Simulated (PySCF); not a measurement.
C4H4ClF, SMILES C=C(Cl)/C=C\F.

Coordinates come from a PBE0-D3(BJ)/def2-SVP optimisation. The structure was generated by enumeration; whether it is a known compound was not checked. Other conformers were not sampled.

Two levels are set side by side: PBE/def2-TZVP (PySCF) and M06-2X/def2-TZVP (PySCF). Same geometry, gas phase. Differences are taken from unrounded values.

```
quantity                       PBE
---------------------------  -----
orbital gap (eV)              3.72
highest occupied level (eV)  -5.83
lowest empty level (eV)      -2.11
dipole moment (D)             2.25
mean polarisability (bohr³)   65.6
```

Task: These are the PBE values. What does M06-2X give? (The exact figures need the calculation; the answer reports its results.)

Result: 
```json
[
 {"quantity": "orbital gap (eV)", "M06-2X": "7.66", "PBE minus M06-2X": "-3.95"},
 {"quantity": "highest occupied level (eV)", "M06-2X": "-8.04", "PBE minus M06-2X": "2.21"},
 {"quantity": "lowest empty level (eV)", "M06-2X": "-0.38", "PBE minus M06-2X": "-1.73"},
 {"quantity": "dipole moment (D)", "M06-2X": "2.57", "PBE minus M06-2X": "-0.32"},
 {"quantity": "mean polarisability (bohr³)", "M06-2X": "63.1", "PBE minus M06-2X": "2.4"}
]
```

PBE's occupied levels lie high since its potential decays too fast outside the molecule; exact exchange lowers them and widens the gap. Loosely held outer electrons make PBE densities more polarisable. Differences between two approximate levels are no errors against the true value.

Rough cost on one machine, each run with all the roots and properties that it gave: M06-2X against PBE about 3 times.
